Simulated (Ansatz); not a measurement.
`BCN[SiH3]` + H₂O → `OCN[SiH3]` + BH₃ at 400 K and 1 bar (formal hydrolysis of a C–B bond).

Calculated with Ansatz (gas phase, PBE0-D4/def2-TZVP geometries, no zero-point term in ΔE). CCSD(T)/CBS is the MP2 limit (def2-TZVPP, def2-QZVPP) plus CCSD(T) − MP2 in def2-TZVPP, frozen cores. This one scheme is used for every species. Each species was taken in one conformer, which may not be the lowest.

```json
{"species": "`BCN[SiH3]`", "CCSD(T)/CBS energy (Eh)": "-411.42157", "H − E (kJ/mol)": "265.3", "S (J/(mol·K))": "379.3"}
{"species": "H₂O", "CCSD(T)/CBS energy (Eh)": "-76.37941", "H − E (kJ/mol)": "69.8", "S (J/(mol·K))": "198.6"}
{"species": "`OCN[SiH3]`", "CCSD(T)/CBS energy (Eh)": "-461.22337", "H − E (kJ/mol)": "252.4", "S (J/(mol·K))": "357.1"}
{"species": "BH₃", "CCSD(T)/CBS energy (Eh)": "-26.55200", "H − E (kJ/mol)": "82.6", "S (J/(mol·K))": "199.4"}
```

H − E and S are ideal-gas, rigid-rotor, harmonic terms from PBE0-D4/def2-TZVP, for one conformer and one mirror image of each species. 1 Eh = 2625.50 kJ/mol, R = 8.31446 J/(mol·K).

Problem. By hand: ΔE, ΔH, ΔS and ΔG.

Solution. ΔE = (-461.22337) + (-26.55200) − (-411.42157) − (-76.37941) = 0.02561 Eh = 67.2 kJ/mol. Δ(H − E) = 252.4 + 82.6 − 265.3 − 69.8 = -0.1, so ΔH = 67.1 kJ/mol. ΔS = 357.1 + 199.4 − 379.3 − 198.6 = -21.4 J/(mol·K). ΔG = 67.1 − 400 × (-21.4)/1000 = 75.7 kJ/mol.

Problem. By hand: the equilibrium constant, and the temperature at which ΔG would vanish if ΔH and ΔS stayed fixed.

Solution. log₁₀ K = −ΔG/(RT ln 10) = -9.9. ΔH and −TΔS have one sign here, so there is no such temperature.

ΔH outweighs TΔS. A doubt of 5 kJ/mol in ΔE shifts log₁₀ K by 0.7 here. Other conformers and mirror images would add mixing entropy, several J/(mol·K) or more a flexible species. These are equilibria of isolated gas molecules and say nothing of rates. Largest T1 diagnostic: 0.011 (customary marks: 0.02 for closed shells, 0.045 for open ones).
